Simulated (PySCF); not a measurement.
C₄H₇O₂, SMILES CCOC([CH2])=O, multiplicity 2.

Geometry optimised at B3LYP-D3(BJ)/def2-SVP. The isomer is the one that the SMILES or the coordinates give; other isomers of the formula were not compared. The values are those of a single conformer.

These are PBE/def2-TZVP (PySCF) values and carry that method's errors.

Isolated molecule, no solvent.

```json
{
  "total_energy": "-306.79685 hartree",
  "α spin, highest occupied and lowest empty level": "-6.10 and -0.04 eV",
  "β spin, highest occupied and lowest empty level": "-6.28 and -4.26 eV",
  "dipole_moment": "1.81 D",
  "quadrupole, principal values (traceless, Buckingham form, about the centre of nuclear charge)": "-7.68, -1.64, 9.32 D·Å",
  "mean_static_polarisability": "58.2 bohr³ (8.63 Å³)",
  "polarisability_principal_values": "44.8, 55.2, 74.8 bohr³",
  "⟨S²⟩": "0.754 (pure state 0.75)"
}
```
